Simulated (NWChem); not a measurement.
MoNH$_{3}$O$_{3}$; SMILES [OH][Mo](=[O])([NH2])=[O]

```xyz
8

Mo     0.0606     0.0138     0.0000
O      1.0250     0.0677    -1.3720
O      1.0250     0.0677     1.3720
O     -1.1392     1.4528     0.0000
H     -0.9295     2.3928     0.0000
N     -0.9466    -1.6218     0.0000
H     -1.1389    -2.1631    -0.8393
H     -1.1389    -2.1631     0.8393
```
Atoms are numbered in this order, from 1.

Results from NWChem. Medium grid unless said otherwise, to which SCAN and Minnesota functionals are sensitive. All runs use the structure optimised with PBE0/def2-SVP. Not confirmed as a minimum by frequencies. def2 effective core potentials on Mo; no spin-orbit coupling. Hybrids' shares of exact exchange are those that their runs print; pure functionals count as 0. The functionals differ in more than this share.

| row | share of exact exchange | highest occupied level (eV) |
|---|---|---|
| PBE/def2-SVP | 0.00 | -6.84 |
| M06-L/def2-SVP | 0.00 | -7.19 |
| B3LYP/def2-SVP | 0.20 | withheld |
| PW6B95/def2-SVP | 0.28 | -8.47 |
| MN15/def2-SVP | 0.44 | -9.14 |

Fit a straight line of the last column on the one before it, predict the withheld value, and compare with the run.


1. Means of the 4 shown rows: x = 0.180, y = -7.910. Slope Σ(x − x̄)(y − ȳ)/Σ(x − x̄)² = -0.6980/0.1424 = -4.902; intercept -7.028.
2. The shown rows scatter about the line by 0.131 (root mean square); the largest residual is +0.19, at PBE/def2-SVP.
3. At x = 0.20 (B3LYP/def2-SVP; inside the shown range) the line gives -8.01.
4. The run gives -8.07, -0.06 from the line, 0.5 times the scatter.
